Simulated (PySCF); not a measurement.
B(H)(Me)2 (C2H7B), SMILES CBC. Atoms are numbered in the order given.

```xyz
10

B      0.0000     0.0000     0.5477
H      0.0000     0.0000     1.7490
C      1.3771     0.0122    -0.1930
H      2.1364     0.6250     0.3021
H      1.3310     0.2705    -1.2542
H      1.7601    -1.0205    -0.1338
C     -1.3771    -0.0122    -0.1930
H     -1.7601     1.0205    -0.1338
H     -2.1364    -0.6250     0.3021
H     -1.3310    -0.2705    -1.2542
```

Coordinates come from a TPSSh-D3(BJ)/def2-TZVP optimisation.

Calculation: PySCF with PBE/def2-TZVPD.

Mulliken values depend strongly on the basis, most of all with diffuse functions as here. ESP charges are fitted to the potential on shells at 1.4 to 2.0 van der Waals radii. Atomic charges (e):

```
atom  Mulliken  ESP fit  IAO
----  --------  -------  ---
B1       -0.10     0.68  [?]
H2       -0.01    -0.22  [?]
C3       -0.58    -0.70  [?]
H4        0.20     0.15  [?]
H5        0.23     0.16  [?]
H6        0.20     0.16  [?]
C7       -0.58    -0.70  [?]
H8        0.20     0.16  [?]
H9        0.20     0.15  [?]
H10       0.23     0.16  [?]
```

### Question
Complete the blanks. (Estimate from the structure and the level; the computed values follow.)

### Answer

- B1, IAO: 0.20
- H2, IAO: 0.00
- C3, IAO: -0.59
- H4, IAO: 0.16
- H5, IAO: 0.15
- H6, IAO: 0.18
- C7, IAO: -0.59
- H8, IAO: 0.18
- H9, IAO: 0.16
- H10, IAO: 0.15
